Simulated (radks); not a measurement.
The numbers below are computed, except where a source is named.
Valence configurations of the ytterbium ion Yb3+ (all share [Xe]). Level of theory: scalar-relativistic Kohn-Sham, r2SCAN, spin-unpolarised, spherical densities, finite nucleus; meta-GGA in the generalised Kohn-Sham scheme; Fermi nuclear charge, rms radius 5.3108 fm (a radial shooting solver on a logarithmic mesh with Libxc functionals). Energies are relative to 4f13; eigenvalues in eV.

valence           E (eV)    e(4f)    e(5d)    e(6p)    e(6s)
4f13               0.000  -35.896        -        -        -
4f12 6s1          16.715  -47.120        -        -  -26.405
4f12.5 6p0.5      10.427  -42.057        -  -19.092        -
4f12 5d1          14.237  -43.648  -26.617        -        -
4f12 5d0.5 6s0.5  15.452  -45.385  -27.834        -  -25.336
4f11 6s2          42.125  -59.312        -        -  -29.083
4f12 6p1          23.152  -48.442        -  -20.530        -
4f11 6s1 6p1      49.417  -60.619        -  -22.434  -29.592
4f11 5d2          34.419  -52.015  -28.678        -        -
4f12.5 6s0.5       7.388  -41.387        -        -  -24.822

NIST lists [Xe] 4f13 as the ground configuration; this level of theory agrees among the configurations tried. The energies are those of spherical spin-averaged densities, not of single terms.
